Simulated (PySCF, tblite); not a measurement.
Compound: C7H11P.
Cartesian coordinates in Å at the GFN2-xTB level; atoms count from 1:
```
atom  x, y, z in Å
C1     0.1102    2.9904    0.5722
C2     0.3563    1.9562    0.0090
P3     0.7516    0.5594   -0.9995
C4     2.0861   -0.1023    0.0545
C5     2.4614   -1.3721    0.0777
C6    -0.6797   -0.5624   -0.5021
C7    -0.8934   -0.6507    1.0036
C8    -1.9383   -0.0706   -1.2109
H9    -0.1094    3.8680    1.1078
H10    2.6391    0.6477    0.6077
H11    3.2989   -1.7091    0.6681
H12    1.9439   -2.1328   -0.4847
H13   -0.4204   -1.5562   -0.8900
H14    0.0046   -1.0021    1.5082
H15   -1.1556    0.3262    1.4057
H16   -1.7047   -1.3439    1.2237
H17   -1.7837   -0.0273   -2.2878
H18   -2.2010    0.9274   -0.8625
H19   -2.7757   -0.7366   -1.0082
```

Method used: PBE0/pcSseg-1 in PySCF (dipole) on a GFN2-xTB geometry, gas phase.

Masses are those of the commonest isotopes; rigid-rotor values at the optimised geometry. The values belong to one conformer with, in the numbering `[CH:1]#[C:2][P:3]([CH:4]=[CH2:5])[CH:6]([CH3:7])[CH3:8]`, C2–P3–C4–C5 155°, C2–P3–C6–C7 -48°.

**Question.** What are A, B and C (GHz)?

**Answer.** Ia = 272.69, Ib = 321.79, Ic = 449.58 u·Å²; 505379 MHz·u·Å²/I gives 1853, 1571 and 1124 MHz, that is A = 1.8533, B = 1.5705, C = 1.1241 GHz.

**Question.** What kind of rotor is it?

**Answer.** An asymmetric top; Ray's κ = 0.224.

**Question.** Is it planar, by Δ = Ic − Ia − Ib?

**Answer.** Not planar: Δ = Ic − Ia − Ib = -144.90 u·Å². For a rigid frame Δ = −2 Σ m c², so Σ m c² = 72.45 u·Å² lies off the ab plane: 15.54 from hydrogen and 56.90 from heavier atoms. The atom farthest from that plane is 1.90 Å away.

**Question.** Give the other two planar moments, Paa and Pbb, and the rms extents of the mass along the axes.

**Answer.** Paa = Σ m a² = (Ib + Ic − Ia)/2 = 249.34 and Pbb = Σ m b² = (Ia + Ic − Ib)/2 = 200.24 u·Å². With the mass M = 126.06 u, the rms extents √(P/M) along a, b and c are 1.41, 1.26, 0.76 Å.

**Question.** Which types of transition are allowed, and where do some lines up to J = 3 fall?

**Answer.** The dipole components are |μa| = 0.00 D, |μb| = 0.71 D, |μc| = 1.13 D. The squared components, which scale the intensities, stand as 0.00 : 0.39 : 1.00 (a : b : c). Some lines, for components of 0.1 D or more:

```json
{"type": "c", "branch": "Q", "J(Ka,Kc)": "2(2,1) ← 2(1,1)", "MHz": "848", "lower level (cm⁻¹)": "0.309"}
{"type": "b", "branch": "Q", "J(Ka,Kc)": "2(2,0) ← 2(1,1)", "MHz": "1110", "lower level (cm⁻¹)": "0.309"}
{"type": "b", "branch": "Q", "J(Ka,Kc)": "2(1,1) ← 2(0,2)", "MHz": "1437", "lower level (cm⁻¹)": "0.261"}
{"type": "b", "branch": "Q", "J(Ka,Kc)": "2(2,1) ← 2(1,2)", "MHz": "2188", "lower level (cm⁻¹)": "0.264"}
{"type": "b", "branch": "R", "J(Ka,Kc)": "2(2,1) ← 1(1,0)", "MHz": "6684", "lower level (cm⁻¹)": "0.114"}
{"type": "c", "branch": "R", "J(Ka,Kc)": "2(2,1) ← 1(1,1)", "MHz": "7130", "lower level (cm⁻¹)": "0.099"}
{"type": "c", "branch": "R", "J(Ka,Kc)": "3(2,1) ← 2(1,1)", "MHz": "9924", "lower level (cm⁻¹)": "0.309"}
{"type": "c", "branch": "R", "J(Ka,Kc)": "3(1,2) ← 2(0,2)", "MHz": "9938", "lower level (cm⁻¹)": "0.261"}
{"type": "b", "branch": "R", "J(Ka,Kc)": "3(3,1) ← 2(2,0)", "MHz": "10488", "lower level (cm⁻¹)": "0.346"}
{"type": "c", "branch": "R", "J(Ka,Kc)": "3(3,1) ← 2(2,1)", "MHz": "10749", "lower level (cm⁻¹)": "0.337"}
```

**Question.** Estimate the classical rotational partition function at 25 K, 100 K and 200 K.

**Answer.** Point group C1, symmetry number σ = 1; q = (√π/σ)·√((kT/h)³/(ABC)), k/h = 20836.6 MHz/K: 11700 at 25 K, 93200 at 100 K, 264000 at 200 K.

Its GFN2-xTB frequencies are all real (lowest 48 cm⁻¹). These are rigid-rotor constants of the computed structure; measured ground-state constants (B0) also hold zero-point vibration. A rigid rotor knows nothing of internal rotation, which can split or shift real lines.
